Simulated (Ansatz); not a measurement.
Input file for Ansatz (an electronic-structure program): R-RI-MP2/cc-pVQZ on BH4NO2 (SMILES NB(O)O), a point of a torsion scan. Files ending in .json are basis or fitting sets from the Basis Set Exchange.

Ansatz 0.2 input:
```yaml
crystal:
  periodic: [false, false, false]
  atoms:
    - {symbol: N, position_ang: [1.13830695, -0.15219009, 0.18455521]}
    - {symbol: B, position_ang: [-0.23488110, 0.12417486, 0.06954473]}
    - {symbol: O, position_ang: [-1.16425309, -0.88005919, -0.15800867]}
    - {symbol: O, position_ang: [-0.63070929, 1.42677817, 0.11401162]}
    - {symbol: H, position_ang: [1.80103000, 0.56948558, 0.39795317]}
    - {symbol: H, position_ang: [1.51707776, -1.07958944, 0.23127561]}
    - {symbol: H, position_ang: [-1.00636576, -1.41604558, -0.92892787]}
    - {symbol: H, position_ang: [-1.57748960, 1.53122506, 0.02804137]}
basis:
  gaussian:
    orbitals: cc-pVQZ
    fitting: {mean_field: def2-universal-JKFIT, correlation: cc-pVQZ-RIFIT.json}
magnetization: {spin_polarized: false}
correlation: {method: mp2, electrons: outside_noble_gas}
scf: {lower_state_search: off}
```

The log:

```
WARN ansatz: RAYON_NUM_THREADS=2 ignored (pool sized by the plan → 2); use --threads N
Functional definition: HF
these checks for a lower state are left out or cut short: stability, starts, cluster_reference, orbital_swaps, neighbouring_geometries, increment
integrals: 0.39 GiB planned
378 factors; integrals over basis functions are off by at most 2.5e0 eV
mean field: 0.65 GiB planned
mean field evaluation 1: about -6293.4923 eV, gradient 5.2e1 eV
mean field evaluation 2: about -6297.0138 eV, gradient 2.9e1 eV
mean field evaluation 4: about -6298.2684 eV, gradient 8.1e-1 eV
mean field -6298.27021627 eV, -231.4571613272 hartree, gradient 2.2e-6 eV, S^2 0.000000; 0 other end points of the search recorded, 0 dependent functions left out
4 core orbitals not correlated
748 factors; their error is unknown
reference -6298.27021627 eV, -231.4571613272 hartree; 12, 12 occupied and 324, 324 virtual orbitals, 748 factors
second order -23.20532289 eV of doubles, -0.00000000 eV of singles
Total energy: -6321.47553917 eV, -232.3099412144 hartree
Checks for a lower state left out: stability, starts, cluster_reference, orbital_swaps, neighbouring_geometries, increment
```

The run converged.

Cost: about 6 core-seconds (a rough figure).
